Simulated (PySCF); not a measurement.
Deuteron quadrupole couplings in `C=C[SiH2][C@@](C)(Cl)C[SiH3]`

Compound: C5H13ClSi2.
Cartesian coordinates in Å at the GFN2-xTB level; atoms count from 1:
```xyz
21
C5H13ClSi2 angstrom
C      2.7536    1.3280    0.5509
C      2.1637    0.1960    0.9010
Si     1.2362   -0.9414   -0.2718
C     -0.6137   -0.9106    0.2509
C     -1.4912   -1.7730   -0.6334
Cl    -0.5709   -1.7308    1.8879
C     -1.2005    0.4693    0.4714
Si    -1.3729    1.5844   -1.0616
H      2.7504    1.6776   -0.4688
H      3.2682    1.9581    1.2610
H      2.2045   -0.1019    1.9421
H      1.7024   -2.3247   -0.1469
H      1.3443   -0.4896   -1.6639
H     -2.5232   -1.7724   -0.2818
H     -1.1322   -2.8000   -0.6453
H     -1.4695   -1.3909   -1.6521
H     -2.1899    0.3644    0.9285
H     -0.5832    1.0006    1.2006
H     -0.0585    1.8713   -1.6363
H     -2.2290    0.9708   -2.0793
H     -1.9975    2.8317   -0.6151
```

Level: PBE0/pcSseg-1 (PySCF, non-relativistic); Q(2H) = 0.00286 b; rigid geometry, the same for H and D, with no vibrational averaging.

Question: Rank these positions by the coupling χzz of a deuteron there, largest first.
A. H11 (vinylic hydrogen)
B. H16 (methyl hydrogen)
C. H17 (methylene hydrogen)
D. H9 (vinylic hydrogen)
E. H20 (Si–H hydrogen)

Answer: D (223 kHz), A (218 kHz), B (209 kHz), C (203 kHz), E (109 kHz).

Tabulate Vzz, the asymmetry η and χzz = 234.96 MHz × Q × Vzz for every hydrogen position.

| atom | bonded to | bond length (Å) | Vzz (au) | η | χzz (kHz) |
| --- | --- | --- | --- | --- | --- |
| H9 | C1 | 1.078 | 0.3322 | 0.04 | 223 |
| H10 | C1 | 1.080 | 0.3301 | 0.03 | 222 |
| H11 | C2 | 1.084 | 0.3242 | 0.03 | 218 |
| H12 | Si3 | 1.465 | 0.1616 | 0.01 | 109 |
| H13 | Si3 | 1.468 | 0.1598 | 0.02 | 107 |
| H14 | C5 | 1.090 | 0.3083 | 0.03 | 207 |
| H15 | C5 | 1.088 | 0.3107 | 0.03 | 209 |
| H16 | C5 | 1.088 | 0.3117 | 0.04 | 209 |
| H17 | C7 | 1.095 | 0.3021 | 0.04 | 203 |
| H18 | C7 | 1.093 | 0.3027 | 0.04 | 203 |
| H19 | Si8 | 1.463 | 0.1636 | 0.02 | 110 |
| H20 | Si8 | 1.465 | 0.1621 | 0.02 | 109 |
| H21 | Si8 | 1.465 | 0.1620 | 0.01 | 109 |

Average by the element that carries the hydrogen.

on C: 212 kHz over 8 positions, mean bond length 1.087 Å; on Si: 109 kHz over 5 positions, mean bond length 1.465 Å.

How does χzz go with the bond length over the 8 C–H bonds?

A straight-line fit has a slope of -13.1 kHz for each 0.01 Å, with a correlation coefficient of -0.99, over lengths from 1.078 to 1.095 Å. The longer bonds have the smaller couplings here.

Give the 2H NMR doublet splittings at H17 for a magnetic field along the z, y and x axes of the gradient: 3χ/2, 3χ(1 + η)/4, 3χ(1 − η)/4.

With |χ| = 203.0 kHz and η = 0.043: 304, 159 and 146 kHz, to first order and without motion.

The structure is a single GFN2-xTB conformer in the gas phase; no vibrational or solvent corrections. GFN2-xTB bond lengths can be off by several hundredths of an ångström, more for odd bonds, and the gradients follow them. These gradients aren't converged with respect to the basis.
